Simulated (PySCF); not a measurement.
C4H7Br, SMILES C1CC1(Br)C.

The structure is a stationary point at r2SCAN-D4/def2-SVP.

Level of theory: r2SCAN-D4/def2-SVP (PySCF).

Frequencies are harmonic and unscaled.

```csv
mode,ν (cm⁻¹),IR (km/mol),moving atoms (share of kinetic energy)
1,245,0.0,H 91 %
2,270,1.1,"C 62 %, H 22 %, Br 17 %"
3,293,0.8,"C 49 %, H 28 %, Br 23 %"
4,303,0.0,"H 52 %, C 46 %"
5,377,1.1,"C 65 %, H 34 %"
6,481,15.1,"C 63 %, H 25 %, Br 12 %"
7,760,1.0,H 98 %
8,816,5.8,"C 68 %, H 32 %"
9,870,1.8,"H 69 %, C 31 %"
10,937,3.9,"C 53 %, H 47 %"
11,938,2.1,"H 65 %, C 35 %"
12,1019,13.3,"H 81 %, C 19 %"
13,1054,0.4,"H 66 %, C 34 %"
14,1060,8.0,"C 60 %, H 40 %"
15,1114,6.1,"H 53 %, C 47 %"
16,1167,0.0,"H 76 %, C 24 %"
17,1199,59.2,"C 57 %, H 43 %"
18,1332,1.4,"H 54 %, C 46 %"
19,1395,4.1,"H 65 %, C 35 %"
20,1419,9.1,H 92 %
21,1447,4.7,H 96 %
22,1464,7.7,"H 91 %, C 9 %"
23,1479,4.9,"H 61 %, C 39 %"
24,3032,21.2,H 97 %
25,3124,9.3,H 95 %
26,3126,1.2,H 94 %
27,3131,16.8,"H 91 %, C 9 %"
28,3140,8.6,"H 90 %, C 10 %"
29,3227,0.3,"H 89 %, C 11 %"
30,3236,1.5,"H 89 %, C 11 %"
```
